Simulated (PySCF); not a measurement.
**`C(/C=C/N(C)C)=C\Cl`, C6H10ClN**

Geometry:
```csv
atom,x (Å),y (Å),z (Å)
C1,-1.240,1.138,-0.946
N2,-0.911,0.088,-0.023
C3,-1.995,-0.715,0.476
C4,0.362,-0.404,0.010
C5,1.431,0.018,-0.714
C6,2.746,-0.543,-0.524
C7,3.843,-0.169,-1.203
Cl8,5.396,-0.883,-0.944
H9,-2.230,1.548,-0.699
H10,-1.260,0.793,-1.999
H11,-0.505,1.954,-0.871
H12,-2.778,-0.076,0.915
H13,-2.466,-1.340,-0.309
H14,-1.627,-1.388,1.264
H15,0.502,-1.218,0.730
H16,1.318,0.805,-1.465
H17,2.854,-1.334,0.227
H18,3.842,0.611,-1.967
```

Computed, not measured: quadratic response CAM-B3LYP/aug-cc-pVDZ first hyperpolarisability, Taylor convention, gas phase in PySCF 2.14.0. Geometry: PBE0-D3(BJ)/def2-SVP.

Task: Give the tensor of the second harmonic β(−2ω;ω,ω) at 1064 nm in the axes of these coordinates.

Result: In au, Taylor convention; rows are the first index (the induced dipole):
```csv
,xx,yy,zz,xy,xz,yz
x,-676.2,+129.7,+163.3,+372.7,+170.5,-17.1
y,+330.5,+25.5,+32.7,+115.9,-8.3,+18.9
z,+171.6,+17.0,+98.1,-16.2,+141.7,+31.3
```
Norm of βᵢ = ⅓ Σⱼ (βᵢⱼⱼ + βⱼᵢⱼ + βⱼⱼᵢ): 648.9 au, hyper-Rayleigh value 362.5 au.
